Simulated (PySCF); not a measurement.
Species: B(CCH)3, C6H3B.
Cartesian coordinates in Å at the PBE0-D3(BJ)/def2-SVP level; atoms count from 1:
```xyz
10
C6H3B angstrom
B      0.0099   -0.0074    0.0003
C      1.5329   -0.0139   -0.0178
C      2.7514   -0.0185   -0.0319
H      3.8268   -0.0234   -0.0445
C     -0.7452    1.3154   -0.0015
C     -1.3478    2.3747   -0.0028
H     -1.8792    3.3099   -0.0039
C     -0.7554   -1.3241    0.0203
C     -1.3655   -2.3790    0.0360
H     -1.9034   -3.3104    0.0502
```

The closed-shell ground state was solved at several levels (PySCF, density fitting, gas phase, non-relativistic). The dipole stays under 0.02 D at every level.

```json
{"level": "B3LYP/pcJ-1", "basis functions": "219", "total energy (Eh)": "-255.1349", "HOMO (eV)": "-7.76", "LUMO (eV)": "-3.02", "gap (eV)": "4.74"}
{"level": "PBE0/pcSseg-1", "basis functions": "134", "total energy (Eh)": "-254.7545", "HOMO (eV)": "-8.03", "LUMO (eV)": "-2.90", "gap (eV)": "5.13"}
{"level": "CAM-B3LYP/def2-SVPD", "basis functions": "164", "total energy (Eh)": "-254.7758", "HOMO (eV)": "-9.41", "LUMO (eV)": "-1.85", "gap (eV)": "7.56"}
```

**Question.** Estimate the row for B3LYP/pcSseg-1, a basis of 134 functions; the other rows only guide the guess.

**Answer.** Total energy -255.1011 Eh, HOMO -7.76 eV, LUMO -3.02 eV, gap 4.74 eV.
